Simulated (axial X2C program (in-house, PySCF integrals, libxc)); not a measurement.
## Low determinants of LiRe⁺ at the PBE0 level, 2c

Computed with an axial X2C code built on PySCF integrals. Two-component (2c) means X2C with spin–orbit coupling and atomic mean-field two-electron Coulomb and Gaunt terms. Basis: Re dyall-cv3z [13s14p9d7f4g], Li dyall-cv3z [7s8p2d] (cores contracted in-house); Gaussian nuclei, density fitting, unrestricted open shells. Masses: Re 186.956 u, Li 7.016 u.

Search at 2.844 Å (vertical energies from the lowest determinant):

```tsv
ΔE (eV)	state	electrons beyond evenly filled partner blocks	electrons in ±ω = 1/2, 3/2, 5/2, 7/2
0.00	Ω = 5/2	ω = 5/2	44 22 9 2
1.51	Ω = 7/2	2 × ω = 1/2, ω = 5/2	44 22 9 2
1.79	Ω = 3/2	ω = 1/2, ω = -3/2, ω = 5/2	43 23 9 2
1.88	Ω = 3/2	2 × ω = -1/2, ω = 5/2	44 22 9 2
```

Lowest determinant, Ω = 5/2 (⟨Sz⟩ = 2.44, ⟨Lz⟩ = 0.06 at PBE0): Re = 2.834 Å, ωe = 275.9 cm⁻¹.

The determinant in row 2 of the search, Ω = 7/2 (⟨Sz⟩ = 2.45, ⟨Lz⟩ = 1.05 at PBE0), was followed along the bond at PBE0; measured from the minimum of the lowest determinant it gives:

Te = 1.500 eV (12100 cm⁻¹), Re = 2.727 Å, ωe = 252.2 cm⁻¹.

(1) Compare the bond of the determinant in row 2 with that of the lowest one.

The search compares states at one distance, so a state with another bond length can lie lower; it is not exhaustive and yields mostly the lowest determinant of each block pattern, so other components and higher states of one pattern are missing. A followed state lies above the atoms to which the lowest one dissociates. These are energies of single determinants, not of spin-adapted states; PBE0 term energies can be off by some tenths of an eV, and the functional has no current term.

## Answers

(1) At PBE0 its Re is 0.107 Å shorter and its force constant, which goes as ωe², is 0.84 times that of the lowest determinant. T0 ≈ Te + Δωe/2 = 12100 + (-12) = 12088 cm⁻¹.
